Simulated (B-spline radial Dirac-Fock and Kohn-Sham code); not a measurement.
**K-line shifts caused by a second vacancy in Ce**

System: neutral cerium, [Xe] 4f2 6s2 (an excited configuration).

Level of theory: ΔSCF Dirac-Fock with Breit, self-energy and vacuum polarisation, finite nucleus, configuration average; a radial atomic solver. Each two-hole energy is an average over J within one jj subconfiguration, not an observable level; in light atoms, where LS coupling holds, the j-resolved values are not observed lines, and for a K spectator the Kα1 hypersatellite is nearly forbidden. Correlation and solid-state effects are left out.

Lines without a spectator: Kα2 (K-L2) 34276.6 eV, Kα1 (K-L3) 34717.7 eV, Kβ3 (K-M2) 39166.9 eV, Kβ1 (K-M3) 39255.3 eV. Shifts in eV with one spectator hole (a dash: not computed, or left out as unreliable):

```
spectator hole     Kα2     Kα1     Kβ3     Kβ1
        K (1s)  +696.8  +727.6  +894.0  +900.8
    L2 (2p1/2)   +80.7  +103.8       –  +213.1
    L3 (2p3/2)   +73.1   +75.2  +180.0       –
    M2 (3p1/2)       –  +13.54  +29.33   +35.2
    M3 (3p3/2)   +9.06       –  +28.37  +28.02
    M4 (3d3/2)   +2.22   -0.92       –       –
    M5 (3d5/2)   -1.73   +0.83       –       –
```

With n spectator holes in 2p, averaged over the 2p shell (energies in eV):

```
n     KαLⁿ   step  hypersatellite KαʰLⁿ
0  34570.6      –               35288.0
1  34653.3  +82.7               35372.2
2  34737.3  +84.0               35457.8
3  34822.7  +85.4               35544.8
4  34909.4  +86.7               35633.2
5  34997.5  +88.1               35723.0
```
